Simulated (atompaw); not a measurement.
Ir (Z = 77): one change to a PAW (atompaw) potential, before and after

Ir, PAW, made with atompaw 4.2.0.5 (PBEsol, scalar-relativistic). Core [Kr] 4d10, reference 4f14 5s2 5p6 5d8 6s1 6p0. Waves: 5s (bound); 6s (bound); 5p (bound); 6p (bound, empty); 5d (bound); 5d channel at 0.35 Ry; 4f (bound); 4f channel at -2.7 Ry. Local part: troulliermartins scheme with l = 4 at 0 Ry, radius 2.15 bohr. Core correction: smooth core density matched at 2.05 bohr. Augmentation charge: sinc compensation charge, radius 1.75 bohr; PAW radius 2.35 bohr; waves and projectors: bloechl.

Change: waves 5s (bound): rc 1.80 bohr; 6s (bound): rc 1.70 bohr; 5p (bound): rc 1.45 bohr; 6p (bound): rc 2.35 bohr; 5d (bound): rc 2.35 bohr; 5d channel at 0.35 Ry: rc 2.35 bohr; 4f (bound): rc 0.85 bohr; 4f channel at -2.7 Ry: rc 0.85 bohr; augmentation sinc compensation charge, radius 1.75 bohr; PAW radius 2.35 bohr; waves and projectors: custom rrkj gramschmidtortho.

Cutoffs: the cutoffs (Ry, on a coarse ladder) from which the occupation-weighted sum of valence levels, in a spherical-Bessel basis at the reference potential, stays within 10 and 1 mRy of its value at 400 Ry; they do not see the model core or the augmentation charge, which bear on the density cutoff.

Q: What does the change do?

A: The range in which the p phases agree narrows (upper end at the end of the scan → 0.5); the range in which the d phases agree narrows (upper end at the end of the scan → 1.2); neither file shows a bound ghost.

```tsv
quantity	base	changed
cutoff, loose	60 Ry	300 Ry
cutoff, tight	70 Ry	over 300 Ry
loose cutoff by channel (10 mRy a level)	s 18 Ry, p 25 Ry, d 30 Ry, f 40 Ry	s 30 Ry, p 35 Ry, d 15 Ry, f 200 Ry
bound ghosts	none	none
s: phases at 2.36 bohr within 0.05 rad from the reference energy up to (Ry; the scan ends near 5)	4.3	3.9
p: phases at 2.36 bohr within 0.05 rad from the reference energy up to (Ry; the scan ends near 5)	to the end of the scan	0.5
d: phases at 2.36 bohr within 0.05 rad from the reference energy up to (Ry; the scan ends near 5)	to the end of the scan	1.2
f: phases at 2.36 bohr within 0.05 rad from the reference energy up to (Ry; the scan ends near 5)	n/a	n/a
lowest overlap eigenvalue by channel	s 0.55, p 0.78, d 0.99, f 0.54	s 0.13, p 0.47, d 0.80, f 1.00
```

 The cutoffs see the waves, projectors and local potential, not the compensation charge or the core.
